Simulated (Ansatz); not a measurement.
Cost and result for the atomization energy of C2H3BClNO2, SMILES `C=NC(=O)OBCl` (10 atoms, 9 bonds).

```xyz
10

C    -1.352    1.785   -0.015
N    -0.517    1.007    0.515
C     0.373    0.280   -0.258
O     1.311    0.715   -0.846
O     0.046   -1.046   -0.228
B     0.830   -2.063    0.209
Cl    2.324   -1.784    1.065
H    -1.997    2.380    0.630
H    -1.465    1.898   -1.097
H     0.447   -3.172    0.024
```

The species carries charge 0 and has multiplicity 1. Geometry: relaxed with PBE0-D4/def2-TZVP. It is one conformer, not always the lowest. Program: Ansatz. All runs use 4 threads of a server CPU on a shared host. Times are those of one run each, without the atoms' runs, and a repeat can differ threefold. Electronic energies, without spin–orbit coupling; frozen cores. CCSD(T)/CBS adds CCSD(T) − MP2 in def2-TZVPP to the MP2 limit, and its time is that of the two runs behind it. T1 = 0.016. B3LYP takes the VWN-RPA correlation (the form of Gaussian; ORCA's B3LYP/G). HSE06 is the plane-wave form, built on full-range PBE exchange.

CCSD(T)/CBS is a level of theory with its own doubt, some kJ/mol a heavy atom from the limit and from the frozen cores, so smaller differences don't rank the functionals.

```json
{"level": "revPBE-D4/def2-TZVPP", "functions": "270", "wall time": "2 s", "atomization (kcal/mol)": "1046.9", "difference from CCSD(T)/CBS": "18.5", "per bond": "2.1"}
{"level": "BLYP-D4/def2-TZVPP", "functions": "270", "wall time": "2.3 s", "atomization (kcal/mol)": "1047.9", "difference from CCSD(T)/CBS": "19.5", "per bond": "2.2"}
{"level": "PBE-D4/def2-TZVPP (with forces)", "functions": "270", "wall time": "2.3 s", "atomization (kcal/mol)": "1082.5", "difference from CCSD(T)/CBS": "54.1", "per bond": "6.0"}
{"level": "BHLYP-D4/def2-TZVPP", "functions": "270", "wall time": "3.3 s", "atomization (kcal/mol)": "983.8", "difference from CCSD(T)/CBS": "-44.6", "per bond": "-5.0"}
{"level": "HSE06-D4/def2-TZVPP", "functions": "270", "wall time": "3.3 s", "atomization (kcal/mol)": "1044.9", "difference from CCSD(T)/CBS": "16.5", "per bond": "1.8"}
{"level": "CAM-B3LYP-D4/def2-TZVPP", "functions": "270", "wall time": "3.8 s", "atomization (kcal/mol)": "1039.8", "difference from CCSD(T)/CBS": "11.4", "per bond": "1.3"}
{"level": "B3LYP-D4/def2-TZVPP (with forces)", "functions": "270", "wall time": "4.7 s", "atomization (kcal/mol)": "1035.1", "difference from CCSD(T)/CBS": "6.7", "per bond": "0.7"}
{"level": "B97M-V/def2-TZVPP", "functions": "270", "wall time": "7 s", "atomization (kcal/mol)": "1038.6", "difference from CCSD(T)/CBS": "10.2", "per bond": "1.1"}
{"level": "CCSD(T)/def2-SVP", "functions": "117", "wall time": "8 s", "atomization (kcal/mol)": "980.5", "difference from CCSD(T)/CBS": "-47.9", "per bond": "-5.3"}
{"level": "ωB97M-V/def2-TZVPP (with forces)", "functions": "270", "wall time": "9.6 s", "atomization (kcal/mol)": "1040.1", "difference from CCSD(T)/CBS": "11.7", "per bond": "1.3"}
{"level": "MP2/def2-QZVPP", "functions": "502", "wall time": "24 s", "atomization (kcal/mol)": "1056.4", "difference from CCSD(T)/CBS": "28.0", "per bond": "3.1"}
{"level": "CCSD(T)/def2-TZVPP", "functions": "270", "wall time": "3.8 min", "atomization (kcal/mol)": "997.9", "difference from CCSD(T)/CBS": "-30.5", "per bond": "-3.4"}
{"level": "CCSD(T)/CBS(def2)", "functions": "–", "wall time": "4.2 min", "atomization (kcal/mol)": "1028.4", "difference from CCSD(T)/CBS": "0.0", "per bond": "0.0"}
```

In def2-TZVPP, CCSD(T) changes the Hartree–Fock value by +292.2 kcal/mol (the triples alone add +24.6 kcal/mol) and MP2 by +332.7 kcal/mol; breaking electron pairs costs correlation energy, which Hartree–Fock lacks. From BLYP to BHLYP (50 % exact exchange), in def2-TZVPP and without D4, the atomization energy moves by −58.2 kcal/mol: exact exchange takes away binding that semilocal exchange gives to molecules. At CCSD(T), def2-SVP lies −47.9 kcal/mol from the extrapolated value and def2-TZVPP −30.5 kcal/mol: correlation converges slowly with the basis, and small sets miss more of it in the bonded molecule than in its fragments.
